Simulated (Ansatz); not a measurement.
Consider the ligand exchange at the Hf–Cl bond: `[OH][Hf]([OH])([OH])[Cl]` + H–F → `[OH][Hf]([OH])([OH])[F]` + HCl.

Computed with Ansatz on PBE0-D4/def2-TZVP structures; ΔE is electronic, products minus reactants. CBS: MP2 limit from def2 TZ/QZ plus the TZ coupled-cluster correction, frozen cores. This one scheme is used for every species. Functionals use def2-TZVPP. B3LYP here is the variant with VWN-RPA as its local correlation; programs differ in this. HSE06 is defined as in plane-wave codes. Elements past krypton have def2 core potentials. For Hf outer-core shells are correlated without core-valence functions, which leaves a few kJ/mol of doubt a bond. One conformer a species, not always the lowest.

`[OH][Hf]([OH])([OH])[Cl]`:

```xyz
8

O    -0.306   -1.090   -1.446
Hf   -0.111   -0.193    0.235
O     1.738    0.189    0.563
O    -1.123    1.434    0.229
Cl   -0.928   -1.605    1.965
H    -0.622   -1.289   -2.321
H     2.683    0.196    0.450
H    -1.331    2.358    0.324
```

H–F:

Cartesian coordinates in Å:
```
F -0.421 -0.161 0.091
H 0.421 0.161 -0.091
```

`[OH][Hf]([OH])([OH])[F]`:

```xyz
8

O     0.616   -1.531   -0.815
Hf    0.184   -0.037    0.316
O     0.723    1.614   -0.512
O    -1.698   -0.011    0.711
F     1.148   -0.229    1.969
H     0.948   -2.045   -1.543
H     0.695    2.494   -0.869
H    -2.616   -0.256    0.742
```

HCl:

```xyz
2

Cl   -0.152   -0.269    0.560
H     0.152    0.269   -0.560
```

(1) Is it downhill or uphill in electronic energy at CCSD(T)/CBS, and by how much? (Estimate.)

(2) What do these levels give: B97M-V, B3LYP-D4, HSE06-D4, BHLYP-D4, BLYP, B3LYP, r2SCAN0, RPA@PBE/def2-TZVPP, HF/def2-SVP, MP2/def2-SVP, CCSD/def2-SVP, MP2/CBS(def2)? (Estimate.)

(3) What do rigid-rotor, harmonic-oscillator terms from PBE0-D4/def2-TZVP frequencies (298.15 K, 1 bar) make of the CCSD(T)/CBS value? (Best estimate.)

Largest T1 diagnostic among the species: 0.015.

## Answers

(1) The calculation gave: Downhill: ΔE = -6.5 kJ/mol.

(2) Ansatz gave: B97M-V -13.7, B3LYP-D4 -14.9, HSE06-D4 -6.9, BHLYP-D4 -9.5, BLYP -25.2, B3LYP -19.2, r2SCAN0 -8.7, RPA@PBE/def2-TZVPP -13.0, HF/def2-SVP -12.7, MP2/def2-SVP -21.0, CCSD/def2-SVP -24.7, MP2/CBS(def2) -1.2 kJ/mol.

(3) Computed: ΔZPE = -5.5 kJ/mol, ΔH = -12.4 kJ/mol, ΔS = 5 J/(mol·K), ΔG = -14.0 kJ/mol.

From PBE to PBE0 (25 % exact exchange), in def2-TZVPP and without D4, ΔE moves by +6.6 kJ/mol. At CCSD(T), def2-SVP lies −17.4 kJ/mol from the extrapolated value and def2-TZVPP −2.4 kJ/mol. The D4 term adds +4.3 kJ/mol with B3LYP and +2.5 kJ/mol with PBE0; it sums over pairs of atoms, weighted by their polarisabilities, and B3LYP, whose exchange is more repulsive, gets the larger term.
